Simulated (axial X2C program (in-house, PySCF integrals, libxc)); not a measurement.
# Potential curves of BeCr, with spin–orbit coupling

All values were computed with an in-house relativistic program for diatomic molecules. Two-component (2c) means X2C with spin–orbit coupling and atomic mean-field two-electron Coulomb and Gaunt terms. Basis: Cr dyall-cv3z [9s10p6d3f2g], Be dyall-cv3z [8s8p3d1f] (cores contracted in-house); Gaussian nuclei, density fitting, unrestricted open shells. Masses: Cr 51.941 u, Be 9.012 u.

State: Ω = 3 (⟨Sz⟩ = 3.00, ⟨Lz⟩ = 0.00 at PBE0). Energies in cm⁻¹ from the fragments at the same level (Cr + Be). Fits are polynomials in 1 − R0/R over 0.85 to 1.23 times the lowest point R0.

```
 R (Å)   PBE0    LDA    MP2
2.1158  -4134  -8876   -761
2.2131  -5220  -9528  -1907
2.2861  -5682  -9683  -2421
2.3590  -5915  -9626  -2706
2.4320  -5970  -9409  -2814
2.5171  -5865  -9011  -2773
2.6022  -5631  -8506  -2604
2.7117  -5204  -7767  -2273
2.8454  -4583  -6814  -1789
3.0400  -3637  -5467  -1085
```

Correlated methods: 8 electrons correlated (number of frozen shells: Cr 3 s, 2 p; Be 1 s), 242 virtual spin orbitals or spinors in MP2.

One determinant describes the state; a PBE0 search over occupations chose it and may have missed a lower one. De is counted from the lowest determinant-based energies of the atoms at the same level, without counterpoise correction. Density functionals use the spin component along the axis (collinear). Other states lie close and PBE0, whose exact exchange favours high spin, may order them wrongly; the determinant shown need not be the ground state. The nearest other 2c determinant of the search, Ω = 2, lies 0.63 eV up at the distance of the search. With several unpaired electrons one determinant need not be a pure state. Open-shell Ω = 0 determinants with evenly filled partner blocks cannot be reached by this program, so the Ω shown need not be the lowest component. The determinant is spin-polarised beyond a pure state at some levels (its spin-free form has ⟨S²⟩ too high), which makes Re and μ there less reliable. MP2 and coupled cluster on one determinant become unreliable at the stretched end.

(1) What are Re, ωe and De at the PBE0 level?

(2) Fit the LDA curve near its minimum: give the equilibrium distance, the harmonic wavenumber and the well depth.

(3) Fit the MP2 curve near its minimum: give the equilibrium distance, the harmonic wavenumber and the well depth.

## Answers

(1) At PBE0, 2c: Re = 2.422 Å, ωe ≈ 340 cm⁻¹, De = 0.74 eV to Cr + Be; Be follows as 0.374 cm⁻¹.

(2) At LDA, 2c: Re = 2.300 Å, ωe ≈ 407 cm⁻¹, De = 1.20 eV to Cr + Be; Be follows as 0.415 cm⁻¹.

(3) At MP2, 2c: Re = 2.451 Å, ωe ≈ 320 cm⁻¹, De = 0.35 eV to Cr + Be; Be follows as 0.365 cm⁻¹.
